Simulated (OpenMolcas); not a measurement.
# Au²⁺: effect of the IPEA shift

```json
{
  "Program": "OpenMolcas 26.06",
  "Basis": "ANO-RCC-VTZP [8s7p5d3f1g]",
  "Scalar Hamiltonian": "DKH2, point nucleus",
  "Active space": "9 electrons in 6 orbitals (5d 6s)",
  "State averaging": "2S+1 = 4 even, 20 roots (17 in the spin-orbit step); 2S+1 = 2 even, 30 roots",
  "Spin-orbit coupling": "RASSI with atomic mean-field integrals over the reference wave functions, term energies averaged over their components"
}
```

Methods on the same reference wave functions:
A. CASSCF
B. MS-CASPT2, IPEA 0 Eh, imaginary shift 0.1 Eh (closed shells correlated: 5s 5p)
C. MS-CASPT2, IPEA 0.25 Eh, imaginary shift 0.1 Eh (closed shells correlated: 5s 5p)

Energies in cm-1 above 5d9 2D 5/2, the measured ground level; measured values from Iglesias, J. Res. Natl. Bur. Stand. 64A, 481 (1960).

```csv
Level,A,B,C,Measured
5d9 2D 5/2,0.0,0.0,0.0,0.0
5d9 2D 3/2,13192,13290,13300,12694
5d8 6s 4F 9/2,26406,26310,27800,29754
5d8 6s 4F 7/2 [59 %],32118,31290,32880,35077
5d8 6s 2F 7/2 [57 %],43503,42070,43720,45740
5d8 6s 4P 1/2,50779,46360,48270,49439
5d8 6s 2G 9/2,57947,54670,56200,57819
5d8 6s 2G 7/2,58389,55090,56630,58585
5d8 6s 2P 1/2,59983,54080,56300,58327
```

Deviations, from unrounded energies. A percentage is the sum of absolute deviations over the sum of measured energies, with the sign that they share, or ± where signs differ.

```csv
Against measurement,Levels,A,B,C
mean absolute deviation (cm-1),8,1500,3200,1700
fine structure of the ground term (%),1,+3.9,+4.7,+4.8
other configurations (%),7,±3.5,-7.4,-3.9
```

A lies closest to measurement on these levels and B furthest from it. The largest miss of A in the table is 5d8 6s 4F 9/2, by -3300 cm-1. The ranking rests on the paired levels alone, and a cruder setting can come out closer through cancelling errors.

Between B and C the level of the table that moves most is 5d8 6s 2P 1/2, by 2200 cm-1 (lowest in B, highest in C). Moves below CASPT2's spread within the term are not significant.

The lowest spin-free term lies below A's lowest term by 0.471 hartree in B, 0.467 hartree in C.

CASPT2 does not keep the components of a term degenerate, so their means are used; among the terms shown or strongly mixed into the levels shown the widest spread is 1300 cm-1 (5d8 6s 2G, B). Some high roots are left out of the spin-orbit mixing, which shifts the levels that they would mix with. A single d shell beside an s shell can misplace configurations of different d count against each other. Without dynamic correlation excited terms often stand tens of per cent too high (terms of higher spin than the ground term too low), and those without a measured partner can miss by more than the paired ones (holds for A). The CASPT2 spread within a term exceeds the gap to the next term for 5d8 6s 2P and 5d8 6s 2G, so the order of their levels is uncertain (holds for C). Computed and measured levels are paired by configuration, term and J; levels that our copy of the source lacks, or whose pairing is in doubt (as where it misses far off the trend of its configuration), stay unpaired and out of the deviations. Only configurations of the active space appear. The table leaves out levels that lie high or whose names do not pair safely across all columns.

A share in square brackets marks a mixed level and gives the weight of the term that names it, the lowest over the columns.
